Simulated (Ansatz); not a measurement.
Several settings on one geometry of Al₆As₇H₂₀⁺, a cluster cut from zinc blende AlAs (hydrogen-capped) (that of the charge 1 singlet, PBE-D4/def2-SVP). Ansatz on 2 threads of AMD EPYC 7R13 on a shared host and a share (18 GiB) of an NVIDIA H100 80GB HBM3; times are rough.

```tsv
atom	x (Å)	y (Å)	z (Å)
As1	0.750	-3.459	0.585
As2	-2.322	2.423	-1.995
As3	0.695	-0.788	-2.185
As4	-2.123	-0.646	0.405
As5	0.723	-0.702	3.227
As6	0.598	2.128	0.422
As7	3.428	-0.664	0.513
Al8	-3.756	0.471	-1.228
Al9	-0.898	-2.295	-0.946
Al10	2.332	-2.256	2.113
Al11	-0.693	3.969	-0.807
Al12	2.164	0.900	-1.027
Al13	-0.853	0.820	1.946
H14	1.536	-4.528	-0.165
H15	-0.058	-4.388	1.480
H16	-3.322	3.361	-2.663
H17	-1.632	1.975	-3.283
H18	1.544	-1.603	-3.151
H19	-0.129	-0.029	-3.217
H20	-2.988	-1.526	1.304
H21	-0.048	-1.544	4.237
H22	1.538	0.117	4.220
H23	1.562	2.866	1.350
H24	4.505	-1.430	-0.245
H25	4.350	0.207	1.356
H26	-3.822	-0.564	-2.448
H27	-4.959	1.059	-0.364
H28	-1.658	-3.353	-1.856
H29	3.298	-3.150	3.001
H30	0.309	4.572	-1.893
H31	-1.511	4.736	0.327
H32	3.154	1.668	-2.003
H33	-1.715	1.654	2.988
```

Totals from different functionals, basis sets or treatments of relativity can't be compared as stabilities.

The 6-31G sets use Cartesian d functions.

The spins typed aren't always the lowest for that charge.

Question: Give the basis size and estimate the energy, ⟨S²⟩ and time of these runs.

```csv
run,method,charge,state,further keys
1,UKS r2SCANh-D3(BJ)/def2-TZVP,1,triplet,fitting: {mean_field: def2-universal-jkfit}; scf: {lower_state_search: off}; forces asked
2,UKS ωB97X/6-31G,1,singlet,–
3,UKS ωPBEh/def2-mTZVP,2,doublet,"fitting: {mean_field: def2-universal-jkfit}; final_grid: {core_spheres: 8, valence_spheres: 7, degree: 23}"
```

Answer: 
| run | functions | energy (Eh) | ⟨S²⟩ | wall time |
| --- | --- | --- | --- | --- |
| 1 | 678 | -17117.4404 | 2.01 | 26 s |
| 2 | 321 | -17115.2650 | 0.00 | 16 s |
| 3 | 444 | -17114.7791 | 0.76 | 34 s |
